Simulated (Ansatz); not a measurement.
Cost and result for the atomization energy of C₄H₈Si, SMILES `C=C1CC1[SiH3]` (13 atoms, 13 bonds).

```xyz
13

C     1.7840   -1.1665    0.2699
C     0.5177   -0.8114    0.2756
C    -0.7411   -0.7182    0.9955
C    -0.5986   -0.2134   -0.4538
Si   -0.5972    1.6188   -0.7772
H     2.4050   -1.0207   -0.6072
H     2.2429   -1.6198    1.1416
H    -1.3173   -1.6245    1.1515
H    -0.8448    0.0221    1.7835
H    -1.0689   -0.8358   -1.2128
H     0.2267    1.9499   -1.9705
H    -0.0283    2.3022    0.4146
H    -1.9802    2.1173   -1.0107
```

The species carries charge 0 and has multiplicity 1. Geometry: relaxed with PBE0-D4/def2-TZVP. Program: Ansatz. All runs use 4 threads of a server CPU on a shared host. Times are those of one run each, without the atoms' runs, and a repeat can differ threefold. Electronic energies, without spin–orbit coupling; frozen cores. CCSD(T)/CBS adds CCSD(T) − MP2 in def2-TZVPP to the MP2 limit, and its time is that of the two runs behind it. T1 = 0.011. B3LYP takes the VWN-RPA correlation (the form of Gaussian; ORCA's B3LYP/G). HSE06 is the plane-wave form, built on full-range PBE exchange.

CCSD(T)/CBS is a level of theory with its own doubt, some kJ/mol a heavy atom from the limit and from the frozen cores, so smaller differences don't rank the functionals.

| level | functions | wall time |
| --- | --- | --- |
| BLYP-D4/def2-TZVPP | 278 | 1.9 s |
| PBE-D4/def2-TZVPP (with forces) | 278 | 2.1 s |
| PBE0-D4/def2-TZVPP | 278 | 2.5 s |
| HSE06-D4/def2-TZVPP | 278 | 2.7 s |
| CCSD(T)/def2-SVP | 114 | 3.6 s |
| r2SCANh-D4/def2-TZVPP | 278 | 3.8 s |
| B3LYP-D4/def2-TZVPP (with forces) | 278 | 4.1 s |
| PBE-QIDH/def2-TZVPP | 278 | 4.7 s |
| ωB97X-V/def2-TZVPP | 278 | 6 s |
| ωB97M-V/def2-TZVPP (with forces) | 278 | 8 s |
| MP2/def2-QZVPP | 538 | 20 s |
| CCSD(T)/def2-TZVPP | 278 | 96 s |
| CCSD(T)/CBS(def2) | – | 120 s |

Question: What atomization energy does each give, and how far from CCSD(T)/CBS? (Estimate.)

Answer: The calculation gave: 
```
                            level  atomization (kcal/mol)  difference from CCSD(T)/CBS  per bond
               BLYP-D4/def2-TZVPP                  1200.6                         -2.3      -0.2
  PBE-D4/def2-TZVPP (with forces)                  1229.8                         26.9       2.1
               PBE0-D4/def2-TZVPP                  1214.6                         11.7       0.9
              HSE06-D4/def2-TZVPP                  1215.3                         12.4       1.0
                 CCSD(T)/def2-SVP                  1153.3                        -49.6      -3.8
            r2SCANh-D4/def2-TZVPP                  1204.7                          1.8       0.1
B3LYP-D4/def2-TZVPP (with forces)                  1206.6                          3.7       0.3
              PBE-QIDH/def2-TZVPP                  1204.3                          1.4       0.1
               ωB97X-V/def2-TZVPP                  1209.0                          6.1       0.5
 ωB97M-V/def2-TZVPP (with forces)                  1208.6                          5.7       0.4
                   MP2/def2-QZVPP                  1206.5                          3.6       0.3
               CCSD(T)/def2-TZVPP                  1175.6                        -27.3      -2.1
                CCSD(T)/CBS(def2)                  1202.9                          0.0       0.0
```

In def2-TZVPP, CCSD(T) changes the Hartree–Fock value by +273.8 kcal/mol (the triples alone add +16.5 kcal/mol) and MP2 by +288.6 kcal/mol; breaking electron pairs costs correlation energy, which Hartree–Fock lacks. Leaving LDA and LC-ωPBE aside and taking each functional with its dispersion term where it has one, the values, not all of them listed here, spread over 51.3 kcal/mol, from BHLYP-D4 to PBE-D4. LDA lies +146.1 kcal/mol from PBE without D4, its usual overbinding. At CCSD(T), def2-SVP lies −49.6 kcal/mol from the extrapolated value and def2-TZVPP −27.3 kcal/mol: correlation converges slowly with the basis, and small sets miss more of it in the bonded molecule than in its fragments.
